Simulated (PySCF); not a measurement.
In(Cl)2(OH), HCl2InO, SMILES [Cl][In]([OH])[Cl] (PBE0/def2-SVP optimised geometry):

```
5

In    -0.566     0.008     0.000
Cl    -1.763     2.011     0.000
Cl    -1.709    -2.011     0.003
O      1.413     0.008     0.000
H      1.763     0.908    -0.005
```

Method: PBE0/def2-TZVP, def2 effective core potentials past Kr run with PySCF.

### Question
What are the frontier orbital energies and the dipole moment?

### Answer
HOMO-2 -9.28 eV, HOMO-1 -9.28 eV, HOMO -9.25 eV, LUMO -2.76 eV, LUMO+1 -1.45 eV; dipole moment 1.54 D.

On the same geometry PBE/def2-TZVP, def2 effective core potentials past Kr in PySCF gives HOMO-2 -7.84 eV, HOMO-1 -7.83 eV, HOMO -7.65 eV, LUMO -3.64 eV, LUMO+1 -2.16 eV; dipole moment 1.54 D.
